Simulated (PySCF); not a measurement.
C3H9N, charge +1, doublet, geometry from GFN2-xTB (a state made from the parent by changing its charge; the spin is typed, not shown lowest); DF-B3LYP5/STO-3G in PySCF.

Here is a job for PySCF.
```python
from pyscf import gto, scf, dft

mol = gto.M(
    atom='''
C    -0.58697625    1.20935650    0.59090442
C    -0.00874044    0.08802893   -0.26351798
C     1.43871210   -0.29305842    0.02182977
N    -0.85591561   -1.00397376   -0.39613980
H     0.04467706    2.09162211    0.54772703
H    -0.64164982    0.87441774    1.62797986
H    -1.59209792    1.48714983    0.27947297
H     0.06108549    0.56721119   -1.28005421
H     1.81315739   -1.03846393   -0.67716207
H     1.50386623   -0.71687113    1.02524213
H     2.08335084    0.57957615   -0.02499560
H    -0.49159697   -1.92416414   -0.60070036
H    -1.84735550   -0.91862355   -0.21982844
''',
    basis='sto-3g',
    charge=1,
    spin=1,
    verbose=4,
)

mf = dft.UKS(mol)
mf.xc = 'b3lyp5'
mf = mf.density_fit(auxbasis='def2-universal-jkfit')
mf.kernel()
```

Problem. Predict the main parts of the log of this PySCF run.

Solution. 
```
PySCF version 2.14.0

[INPUT] verbose = 4
[INPUT] num. atoms = 13
[INPUT] num. electrons = 33
[INPUT] charge = 1
[INPUT] spin (= nelec alpha-beta = 2S) = 1
[INPUT] symmetry False subgroup None
[INPUT] Mole.unit = angstrom
[INPUT] Symbol           X                Y                Z      unit          X                Y                Z       unit  Magmom
[INPUT]  1 C     -0.586976250000   1.209356500000   0.590904420000 AA   -1.109224354124   2.285352571963   1.116647519595 Bohr   0.0
[INPUT]  2 C     -0.008740440000   0.088028930000  -0.263517980000 AA   -0.016517037808   0.166350568739  -0.497976811099 Bohr   0.0
[INPUT]  3 C      1.438712100000  -0.293058420000   0.021829770000 AA    2.718771841098  -0.553800152298   0.041252286662 Bohr   0.0
[INPUT]  4 N     -0.855915610000  -1.003973760000  -0.396139800000 AA   -1.617446088640  -1.897235442650  -0.748595729040 Bohr   0.0
[INPUT]  5 H      0.044677060000   2.091622110000   0.547727030000 AA    0.084427407451   3.952592943985   1.035054077721 Bohr   0.0
[INPUT]  6 H     -0.641649820000   0.874417740000   1.627979860000 AA   -1.212542427676   1.652410047061   3.076436071708 Bohr   0.0
[INPUT]  7 H     -1.592097920000   1.487149830000   0.279472970000 AA   -3.008629032290   2.810305884893   0.528127372519 Bohr   0.0
[INPUT]  8 H      0.061085490000   0.567211190000  -1.280054210000 AA    0.115434846285   1.071873803889  -2.418951881496 Bohr   0.0
[INPUT]  9 H      1.813157390000  -1.038463930000  -0.677162070000 AA    3.426370887831  -1.962412417940  -1.279650854244 Bohr   0.0
[INPUT] 10 H      1.503866230000  -0.716871130000   1.025242130000 AA    2.841895302682  -1.354690102307   1.937426837066 Bohr   0.0
[INPUT] 11 H      2.083350840000   0.579576150000  -0.024995600000 AA    3.936962508983   1.095240191830  -0.047234838319 Bohr   0.0
[INPUT] 12 H     -0.491596970000  -1.924164140000  -0.600700360000 AA   -0.928983636966  -3.636143243309  -1.135159163328 Bohr   0.0
[INPUT] 13 H     -1.847355500000  -0.918623550000  -0.219828440000 AA   -3.490995949709  -1.735946921076  -0.415415545990 Bohr   0.0

nuclear repulsion = 136.286471309024
number of shells = 21
number of NR pGTOs = 87
number of NR cGTOs = 29
basis = sto-3g
ecp = {}

******** <class 'pyscf.df.df_jk.DFUKS'> ********
method = DFUKS
initial guess = minao
damping factor = 0
level_shift factor = 0
DIIS = <class 'pyscf.scf.diis.CDIIS'>
diis_start_cycle = 1
diis_space = 8
diis_damp = 0
SCF conv_tol = 1e-09
SCF conv_tol_grad = None
SCF max_cycles = 50
direct_scf = False
number electrons alpha = 17  beta = 16
XC library pyscf.dft.libxc version 7.1.2
    S. Lehtola, C. Steigemann, M. J. T. Oliveira, and M. A. L. Marques,  SoftwareX 7, 1–5 (2018)
XC functionals = b3lyp5
    P. A. M. Dirac,  Math. Proc. Cambridge Philos. Soc. 26, 376 (1930)
    F. Bloch,  Z. Phys. 57, 545 (1929)
    A. D. Becke,  Phys. Rev. A 38, 3098 (1988)
    C. Lee, W. Yang, and R. G. Parr,  Phys. Rev. B 37, 785 (1988)
    B. Miehlich, A. Savin, H. Stoll, and H. Preuss,  Chem. Phys. Lett. 157, 200 (1989)
    S. H. Vosko, L. Wilk, and M. Nusair,  Can. J. Phys. 58, 1200 (1980)
radial grids:
    Treutler-Ahlrichs [JCP 102, 346 (1995); DOI:10.1063/1.469408] (M4) radial grids

becke partition: Becke, JCP 88, 2547 (1988); DOI:10.1063/1.454033
pruning grids: <function nwchem_prune>
grids dens level: 3
symmetrized grids: False
atomic radii adjust function: <function treutler_atomic_radii_adjust>
small_rho_cutoff = 0
Set gradient conv threshold to 3.16228e-05
tot grids = 144528
******** <class 'pyscf.df.df.DF'> ********
auxbasis = def2-universal-jkfit
init E= -172.490719408712

cycle= 1 E= -171.935499757309  delta_E= 0.555  |g|= 0.15  |ddm|= 2.94
cycle= 2 E= -171.9427405188  delta_E= -0.00724  |g|= 0.124  |ddm|= 0.411
cycle= 3 E= -171.952897118502  delta_E= -0.0102  |g|= 0.0232  |ddm|= 0.201
cycle= 4 E= -171.953161578169  delta_E= -0.000264  |g|= 0.0104  |ddm|= 0.0386
cycle= 5 E= -171.95324694792  delta_E= -8.54e-05  |g|= 0.00333  |ddm|= 0.0204
cycle= 6 E= -171.953255400262  delta_E= -8.45e-06  |g|= 0.000398  |ddm|= 0.00605
cycle= 7 E= -171.953255567124  delta_E= -1.67e-07  |g|= 0.000161  |ddm|= 0.00104
cycle= 8 E= -171.953255585745  delta_E= -1.86e-08  |g|= 4.88e-05  |ddm|= 0.000277
cycle= 9 E= -171.95325558772  delta_E= -1.98e-09  |g|= 6.66e-06  |ddm|= 8.79e-05
cycle= 10 E= -171.953255587786  delta_E= -6.54e-11  |g|= 1.63e-06  |ddm|= 1.94e-05
Extra cycle  E= -171.953255587789  delta_E= -3.07e-12  |g|= 8.4e-07  |ddm|= 4.2e-06
converged SCF energy = -171.953255587789  <S^2> = 0.7536118  2S+1 = 2.0036085
```
